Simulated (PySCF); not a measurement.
W(NH)(S)(Cl)(OH) (ClH2NOSW), SMILES [NH]=[W]([OH])(=[S])[Cl], multiplicity 1. Atoms are numbered in the order given.

```xyz
7

W     -0.0989    -0.1580     0.0186
N     -0.5423    -1.1791    -1.3272
H     -0.3540    -1.7968    -2.1141
S      2.0272    -0.2735     0.2962
Cl    -0.6846     2.0024    -0.5223
O     -0.9629    -0.8015     1.5705
H     -1.6210    -1.5093     1.6005
```

Geometry: B3LYP-D3(BJ)/def2-SVP. The multiplicity is an assumed one; no other spin state was optimised. The structure was generated by enumeration; whether it is a known compound was not checked. The def2 effective core potentials stand for the cores of W; spin–orbit coupling is left out. One conformer was computed; it need not be the lowest.

Level of theory: TDDFT-M06-2X/def2-SVPD (PySCF).

Vertical excitations. Gas-phase values at a fixed geometry.

Computed UV-visible absorptions:
| state | energy (eV) | λ (nm) | f | main pairs |
|---|---|---|---|---|
| S1 | 3.38 | 366 | 0.001 | HOMO→LUMO 54 %, HOMO→LUMO+1 32 %, HOMO−1→LUMO 11 % |
| S2 | 3.83 | 324 | 0.004 | HOMO→LUMO+1 60 %, HOMO→LUMO 17 %, HOMO−1→LUMO 16 % |
| S3 | 3.93 | 316 | 0.012 | HOMO−1→LUMO 57 %, HOMO−1→LUMO+1 22 %, HOMO→LUMO 15 % |
| S4 | 4.42 | 281 | 0.011 | HOMO−1→LUMO+1 37 %, HOMO→LUMO+2 31 %, HOMO−2→LUMO 17 % |
| S5 | 4.72 | 263 | 0.009 | HOMO→LUMO+3 20 %, HOMO−3→LUMO 12 %, HOMO−2→LUMO+1 11 %, HOMO−1→LUMO+1 9 % |
| S6 | 4.84 | 256 | 0.001 | HOMO−2→LUMO 51 %, HOMO→LUMO+2 33 % |
| S7 | 4.94 | 251 | 0.003 | HOMO−3→LUMO 51 %, HOMO−2→LUMO+1 26 % |
| S8 | 5.10 | 243 | 0.001 | HOMO−1→LUMO+2 56 %, HOMO−3→LUMO+1 14 %, HOMO→LUMO+3 12 % |
| S9 | 5.18 | 239 | 0.002 | HOMO−1→LUMO+2 32 %, HOMO→LUMO+3 19 %, HOMO−3→LUMO+1 15 %, HOMO−2→LUMO+1 11 % |
| S10 | 5.41 | 229 | 0.010 | HOMO→LUMO+4 41 %, HOMO−2→LUMO+1 19 %, HOMO−3→LUMO 6 % |
| T1 | 3.07 | 404 | 0 | HOMO→LUMO 70 %, HOMO−1→LUMO 14 % |
| T2 | 3.30 | 376 | 0 | HOMO−1→LUMO 39 %, HOMO−1→LUMO+1 26 %, HOMO→LUMO 16 %, HOMO→LUMO+1 14 % |
| T3 | 3.48 | 357 | 0 | HOMO→LUMO+1 71 %, HOMO−1→LUMO 13 % |
| T4 | 3.76 | 329 | 0 | HOMO−1→LUMO+1 58 %, HOMO−1→LUMO 31 % |
Triplets are in the Tamm–Dancoff approximation, which puts them higher than full response would, so one can lie above its singlet here.
